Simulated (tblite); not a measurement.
A geometry optimisation, step by step.

Compound: C₅H₁₂BFN₂.
SMILES with atom numbers: `[CH2:1]=[C:2]([F:3])[C@@H:4]([BH2-:5][NH3+:6])/[CH:7]=[N:8]\[CH3:9]` (hydrogens: H10, H11 on C1; H12 on C4; H13, H14 on B5; H15, H16, H17 on N6; H18 on C7; H19, H20, H21 on C9)
Bond orders are those of one Lewis drawing.

Computed with GFN2-xTB (tblite), gas phase: L-BFGS steps from a force-field or distance-geometry start until the largest atomic force falls under 0.01 eV/Å. 5 of its 185 geometries are shown.

Step 0: E = -777.0179 eV, largest atomic force 2.488 eV/Å
```
atom  x, y, z in Å  |  force x, y, z in eV/Å
C1     -1.748   -2.079    0.618   -0.420  -0.965   0.339
C2     -0.493   -1.769    0.355   -0.340  -0.304  -0.118
F3      0.436   -2.767    0.594   -0.015   0.753  -0.300
C4     -0.049   -0.434   -0.149   -0.532  -1.011  -0.078
B5     -1.355    0.476   -0.289   -1.264  -0.635   1.042
N6     -0.857    1.904   -0.536    0.566   2.419   0.139
C7      0.767    0.173    0.902    1.314   0.239   0.712
N8      1.981    0.546    0.814   -1.314   0.257   0.718
C9      2.663    0.373   -0.400    2.426  -0.111  -0.170
H10    -1.949   -3.087    0.989   -0.080   0.425  -0.109
H11    -2.587   -1.408    0.489    0.466  -0.479   0.046
H12     0.380   -0.494   -1.146    0.701  -0.387   0.189
H13    -2.123    0.097   -1.089   -0.032   0.190  -0.682
H14    -1.871    0.484    0.775   -0.359   0.456   0.335
H15    -0.226    2.233    0.253   -0.715  -0.586  -1.150
H16    -0.333    1.940   -1.429   -0.455   0.300   0.622
H17    -1.692    2.530   -0.526    0.945  -0.430  -0.352
H18     0.289    0.325    1.890    0.266  -0.209  -0.635
H19     2.136    0.540   -1.327   -0.395   0.028  -0.286
H20     3.091   -0.663   -0.416   -0.209   0.725  -0.136
H21     3.530    1.096   -0.374   -0.553  -0.675  -0.126
```

Step 46: E = -777.7777 eV, largest atomic force 0.074 eV/Å
```
atom  x, y, z in Å  |  force x, y, z in eV/Å
C1     -1.757   -2.337    0.731    0.009   0.019  -0.014
C2     -0.581   -1.855    0.385   -0.010   0.039  -0.042
F3      0.499   -2.696    0.428   -0.016  -0.036  -0.013
C4     -0.199   -0.487   -0.068    0.024   0.049  -0.012
B5     -1.452    0.574   -0.271   -0.004  -0.070   0.023
N6     -0.709    2.005   -0.603    0.005   0.000   0.007
C7      0.731    0.091    0.950    0.012  -0.038   0.022
N8      1.899    0.551    0.821    0.003   0.016  -0.005
C9      2.642    0.458   -0.407    0.011   0.017   0.004
H10    -1.875   -3.359    1.038    0.007  -0.036   0.019
H11    -2.624   -1.711    0.696   -0.060   0.041   0.013
H12     0.344   -0.612   -1.013   -0.010  -0.065   0.005
H13    -2.118    0.304   -1.218    0.013   0.028   0.026
H14    -2.072    0.761    0.726    0.013  -0.007  -0.024
H15    -0.022    2.177    0.131   -0.013  -0.014  -0.010
H16    -0.231    1.948   -1.497   -0.016   0.005  -0.009
H17    -1.394    2.752   -0.624    0.017  -0.013  -0.011
H18     0.312    0.171    1.951    0.024   0.019  -0.007
H19     2.054    0.598   -1.323   -0.012   0.012   0.012
H20     3.112   -0.527   -0.460    0.012   0.034   0.007
H21     3.432    1.211   -0.375   -0.007   0.000   0.008
```

Step 92: E = -777.8295 eV, largest atomic force 0.064 eV/Å
```
atom  x, y, z in Å  |  force x, y, z in eV/Å
C1     -1.844   -2.240    0.923   -0.040  -0.033  -0.017
C2     -0.724   -1.950    0.291    0.021   0.001   0.025
F3      0.126   -2.980   -0.008   -0.013  -0.002  -0.024
C4     -0.170   -0.630   -0.115   -0.044   0.011  -0.022
B5     -1.335    0.535   -0.333   -0.054   0.004  -0.001
N6     -0.523    1.912   -0.712   -0.012  -0.032   0.003
C7      0.733   -0.132    0.961    0.039  -0.022  -0.021
N8      1.823    0.502    0.888    0.009   0.015   0.050
C9      2.534    0.741   -0.337   -0.004  -0.006   0.026
H10    -2.083   -3.256    1.186   -0.013  -0.006   0.000
H11    -2.554   -1.475    1.164    0.028   0.005   0.010
H12     0.394   -0.796   -1.038    0.005   0.028  -0.015
H13    -2.041    0.284   -1.254    0.020   0.008   0.022
H14    -1.915    0.785    0.674   -0.005   0.009  -0.031
H15     0.231    2.019   -0.035    0.001  -0.012   0.007
H16    -0.136    1.857   -1.649    0.008  -0.016   0.019
H17    -1.158    2.701   -0.653    0.007  -0.008   0.002
H18     0.354   -0.278    1.969    0.015   0.060   0.015
H19     1.957    0.616   -1.261    0.023  -0.013  -0.016
H20     3.378    0.049   -0.365    0.024   0.007  -0.014
H21     2.944    1.753   -0.296   -0.015   0.003  -0.018
```

Step 138: E = -777.8492 eV, largest atomic force 0.040 eV/Å
```
atom  x, y, z in Å  |  force x, y, z in eV/Å
C1     -1.792   -2.235    1.010    0.029   0.007   0.002
C2     -0.775   -1.952    0.219   -0.023  -0.001  -0.019
F3     -0.118   -2.992   -0.379   -0.028   0.028  -0.003
C4     -0.184   -0.630   -0.128    0.023  -0.009   0.004
B5     -1.339    0.549   -0.353    0.012  -0.012   0.001
N6     -0.490    1.901   -0.714   -0.002   0.019  -0.005
C7      0.713   -0.152    0.961   -0.013  -0.005   0.001
N8      1.810    0.475    0.909   -0.028   0.006  -0.005
C9      2.532    0.735   -0.305    0.012  -0.005   0.013
H10    -2.102   -3.252    1.173    0.008  -0.018   0.027
H11    -2.343   -1.455    1.496    0.004   0.003  -0.017
H12     0.385   -0.773   -1.052   -0.015   0.010  -0.010
H13    -2.030    0.308   -1.286   -0.009  -0.001  -0.016
H14    -1.934    0.804    0.641   -0.017  -0.005   0.009
H15     0.207    2.022    0.019   -0.007  -0.007  -0.022
H16    -0.027    1.798   -1.612    0.011  -0.010   0.019
H17    -1.112    2.703   -0.741    0.005  -0.014   0.008
H18     0.317   -0.294    1.963    0.021   0.010   0.012
H19     2.113    0.288   -1.214    0.008   0.002  -0.004
H20     3.544    0.351   -0.164   -0.013   0.004  -0.004
H21     2.616    1.817   -0.443    0.021  -0.002   0.009
```

Step 184: E = -777.8726 eV, largest atomic force 0.010 eV/Å
```
atom  x, y, z in Å  |  force x, y, z in eV/Å
C1     -1.555   -2.276    1.230    0.007   0.006  -0.004
C2     -0.888   -1.919    0.147   -0.007  -0.001   0.006
F3     -0.812   -2.813   -0.879    0.001  -0.002  -0.002
C4     -0.191   -0.644   -0.166    0.001  -0.006   0.002
B5     -1.333    0.531   -0.514    0.001   0.009  -0.002
N6     -0.480    1.906   -0.760   -0.001  -0.004   0.003
C7      0.629   -0.134    0.959    0.004  -0.001   0.002
N8      1.721    0.505    0.958   -0.004   0.000  -0.006
C9      2.517    0.744   -0.214    0.009  -0.002  -0.002
H10    -2.019   -3.242    1.302    0.003  -0.004  -0.001
H11    -1.662   -1.608    2.061   -0.003   0.006   0.004
H12     0.423   -0.823   -1.052    0.001   0.001  -0.005
H13    -1.908    0.291   -1.522    0.004   0.004   0.001
H14    -2.042    0.740    0.415    0.002   0.000  -0.007
H15     0.154    2.018    0.031    0.000  -0.003   0.004
H16     0.063    1.835   -1.616   -0.007  -0.002   0.001
H17    -1.111    2.698   -0.820    0.001  -0.004   0.001
H18     0.188   -0.249    1.944   -0.005  -0.001   0.006
H19     2.097    0.393   -1.164    0.001   0.007   0.002
H20     3.477    0.247   -0.059    0.000  -0.001   0.003
H21     2.721    1.816   -0.282   -0.006  -0.003  -0.004
```

**Question.** Summarise the path.

**Answer.** The energy falls by 19.71 kcal/mol from step 0 to step 184; nine tenths of that is first reached at step 54. It rises by more than 0.2 meV at steps 143, 149 and 152. The largest force goes from 2.488 to 0.010 eV/Å. Among the bonds B5–N6 changes most, from 1.532 to 1.637 Å; the atoms move by 0.780 Å rms after alignment.

What follows is the cost of the whole relaxation. The run took 2.5 s on one thread, Arm Neoverse N1 (aarch64), no GPU, shared host with 64 logical CPUs at a one-minute load of 61.
